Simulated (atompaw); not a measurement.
N: PAW (atompaw) pseudisation with LDA (PW92), scalar-relativistic reference atom.

N (Z = 7), PAW, made with atompaw 4.2.0.5 (LDA (PW92), scalar-relativistic). Core [He], reference 2s2 2p3. Waves: 2s (bound): rc 1.35 bohr; 2s channel at 0.85 Ry: rc 1.35 bohr; 2p (bound): rc 1.35 bohr; 2p channel at 0.5 Ry: rc 1.35 bohr. Local part: vpsmatchnc scheme with l = 2 at 0 Ry, radius 1.00 bohr. Core correction: smooth core density matched at 0.80 bohr. Augmentation charge: sinc compensation charge, radius 1.00 bohr; PAW radius 1.35 bohr; waves and projectors: custom polynom2 7 10 vanderbiltortho.

All-electron outer shells of the reference configuration (LDA (PW92), scalar-relativistic, ld1.x):

```
shell  level (eV)  outermost node (bohr)  outermost maximum (bohr)
   1s     -381.51                      –                      0.15
   2s      -18.42                   0.32                      1.02
   2p       -7.24                      –                      0.97
```

Problem. Does the generator finish with these settings?

Solution. Yes, a potential is produced.

Problem. Estimate the cutoffs (Ry, on a coarse ladder) from which the occupation-weighted sum of valence levels, in a spherical-Bessel basis at the reference potential, stays within 10 and 1 mRy of its value at 400 Ry.

Solution. 25 Ry and 160 Ry.

Problem. Does the potential have ghost states?

Solution. No extra level below or beside the all-electron valence levels (s, p, d, f tested).

Problem. Is the overlap operator S = 1 + Σ q|β⟩⟨β| positive definite (Bessel basis up to 400 Ry)?

Solution. Yes: its lowest eigenvalue is 0.27 (s channel).

Problem. Which valence shell sets the plane-wave cutoff?

Solution. 2p: its level needs 35 Ry to come within 1 mRy, against 15 Ry for 2s.
